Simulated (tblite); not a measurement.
Isomers of C5H14P2. All values are computed: GFN2-xTB (tblite) harmonic vibrations without scaling, gas phase. Errors from tens to a few hundred cm⁻¹ against measured bands are possible. Modes of hydrogen on phosphorus can be 10 to 20 % off. One conformer each.

Electronic energies: GFN2-xTB at the same geometries; isomer energies are rough at this level and their order can be wrong.

```json
{"SMILES": "CPCCCPC", "electronic energy, lowest = 0 (kJ/mol)": "76.3"}
{"SMILES": "CCCP(C)CP", "electronic energy, lowest = 0 (kJ/mol)": "71.2"}
{"SMILES": "CC(C)CPCP", "electronic energy, lowest = 0 (kJ/mol)": "68.3"}
{"SMILES": "CCCPCCP", "electronic energy, lowest = 0 (kJ/mol)": "72.4"}
{"SMILES": "CC(C)PCCP", "electronic energy, lowest = 0 (kJ/mol)": "63.7"}
{"SMILES": "CCP(CC)CP", "electronic energy, lowest = 0 (kJ/mol)": "78.9"}
{"SMILES": "CP(P)C(C)(C)C", "electronic energy, lowest = 0 (kJ/mol)": "0.0"}
```

Question: How do GFN2-xTB zero-point energies change the relative energies?

Answer: 
| SMILES | ZPE (kJ/mol) | of it from modes above 1550 cm⁻¹ | electronic (kJ/mol) | with ZPE, lowest = 0 (kJ/mol) | lowest mode (cm⁻¹) | rings |
| --- | --- | --- | --- | --- | --- | --- |
| CP(P)C(C)(C)C | 461.3 | 243.2 | 0.0 | 0.0 | 68 | 0 |
| CC(C)PCCP | 457.9 | 236.6 | 63.7 | 60.2 | 32 | 0 |
| CC(C)CPCP | 457.7 | 236.8 | 68.3 | 64.6 | 46 | 0 |
| CCCP(C)CP | 459.5 | 241.2 | 71.2 | 69.3 | 55 | 0 |
| CCCPCCP | 458.5 | 235.5 | 72.4 | 69.6 | 29 | 0 |
| CPCCCPC | 458.5 | 240.4 | 76.3 | 73.4 | 42 | 0 |
| CCP(CC)CP | 459.3 | 241.1 | 78.9 | 76.9 | 66 | 0 |

The zero-point energies span 3.6 kJ/mol, from `CC(C)CPCP` to `CP(P)C(C)(C)C`. The order is unchanged.

Question: What do entropy and thermal enthalpy add at 298.15 K and 1 bar (rigid rotor, harmonic oscillator, one conformer each)?

Answer: 
```csv
SMILES,point group,symmetry number,S (J/(mol K)),H − H(0) (kJ/mol),ZPE + H − H(0) − TS (kJ/mol)
CP(P)C(C)(C)C,C1,1,418.2,31.65,368.3
CC(C)PCCP,C1,1,425.0,30.38,361.6
CC(C)CPCP,C1,1,433.0,31.08,359.6
CCCP(C)CP,C1,1,432.8,31.59,362.1
CCCPCCP,C1,1,434.0,30.36,359.5
CPCCCPC,C2,2,438.6,31.86,359.6
CCP(CC)CP,C1,1,437.6,32.21,361.1
```
